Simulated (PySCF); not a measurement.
diarsenic (As2), singlet, geometry from GFN2-xTB. Base run: DF-TPSS/3-21G run with PySCF.

Input for PySCF:
```python
from pyscf import gto, scf, dft

mol = gto.M(
    atom='''
As   -0.000000   -0.000000   -1.046992
As    0.000000    0.000000    1.046992
''',
    basis='3-21g',
    charge=0,
    spin=0,
    verbose=3,
)

mf = dft.RKS(mol)
mf.xc = 'tpss'
mf = mf.density_fit(auxbasis='def2-universal-jkfit')
mf.kernel()
```

Variants of this job, named by their change:

| change | basis functions | E (Eh) | HOMO (eV) | HOMO-LUMO gap (eV) |
|---|---|---|---|---|
| base | 44 | -4450.04512 | -6.70 | 3.46 |
| basis = LANL2DZ | 16 | -12.24289 | -6.80 | 3.44 |
| basis = pcseg-0 | 44 | -4466.15808 | -6.89 | 3.46 |
| basis = cc-pVDZ | 54 | [?] | [?] | [?] |
| basis = pc-1 | 54 | -4471.50861 | -6.66 | 3.33 |
| basis = aug-cc-pVDZ | 72 | -4471.61781 | -6.68 | 3.28 |
| basis = aug-pcseg-1 | 72 | [?] | [?] | [?] |
| basis = def2-SVPD | 76 | -4471.12667 | -6.58 | 3.28 |
| basis = cc-pVTZ | 86 | [?] | -6.65 | 3.27 |
| basis = pc-2 | 86 | -4471.76122 | -6.65 | 3.27 |
| basis = aug-cc-pVTZ | 118 | -4471.75221 | -6.68 | 3.26 |
| basis = def2-QZVP | [?] | [?] | -6.66 | 3.27 |
| basis = def2-QZVPP | 178 | -4471.76574 | -6.66 | 3.26 |

**Question.** Some entries are withheld; supply them.

**Answer.** 
- basis = cc-pVDZ, E (Eh): -4471.61499
- basis = cc-pVDZ, HOMO (eV): -6.56
- basis = cc-pVDZ, HOMO-LUMO gap (eV): 3.31
- basis = aug-pcseg-1, E (Eh): -4471.16773
- basis = aug-pcseg-1, HOMO (eV): -6.75
- basis = aug-pcseg-1, HOMO-LUMO gap (eV): 3.30
- basis = cc-pVTZ, E (Eh): -4471.75159
- basis = def2-QZVP, basis functions: 150
- basis = def2-QZVP, E (Eh): -4471.76566

Totals compare only among sets that treat the same electrons; sets with core potentials leave the core out.
